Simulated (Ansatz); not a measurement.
`[SiH3]CI` + `CCSCS` → `[SiH3]CSCS` + `CCI`  (formal exchange of groups at the Si–C bond)

Isolated molecules relaxed with PBE0-D4/def2-TZVP in Ansatz; ΔE leaves out vibrations. CBS: MP2 limit from def2 TZ/QZ plus the TZ coupled-cluster correction, frozen cores. Functionals use def2-TZVPP. B3LYP here is the variant with VWN-RPA as its local correlation; programs differ in this. def2 core potentials past Kr. For I outer-core shells are correlated without core-valence functions, which leaves a few kJ/mol of doubt a bond. One conformer a species, not always the lowest.

| level | ΔE (kcal/mol) | difference from CCSD(T)/CBS |
| --- | --- | --- |
| PBE-D4 | -0.4 | -0.8 |
| r2SCAN-D4 | -0.2 | -0.6 |
| PBE0-D4 | -0.1 | -0.5 |
| B3LYP-D4 | -0.2 | -0.6 |
| ωB97X-V | 0.4 | 0.0 |
| ωB97M-V | 0.3 | -0.1 |
| B2PLYP | 0.3 | -0.1 |
| PBE | -0.2 | -0.6 |
| r2SCAN | -0.1 | -0.5 |
| PBE0 | 0.1 | -0.3 |
| B3LYP | 0.2 | -0.2 |
| HF/def2-TZVPP | 0.9 | 0.5 |
| MP2/def2-TZVPP | 0.3 | -0.1 |
| SCS-MP2/def2-TZVPP | 0.5 | 0.1 |
| CCSD/def2-TZVPP | 0.5 | 0.1 |
| CCSD(T)/def2-TZVPP | 0.4 | 0.0 |
| HF/def2-QZVPP | 1.0 | 0.6 |
| MP2/def2-QZVPP | 0.4 | 0.0 |
| SCS-MP2/def2-QZVPP | 0.5 | 0.1 |
| HF/CBS(def2) | 1.0 | 0.6 |
| MP2/CBS(def2) | 0.4 | 0.0 |
| CCSD/CBS(def2) | 0.6 | 0.2 |
| CCSD(T)/CBS | 0.4 | 0 |

Largest T1 diagnostic among the species: 0.011.
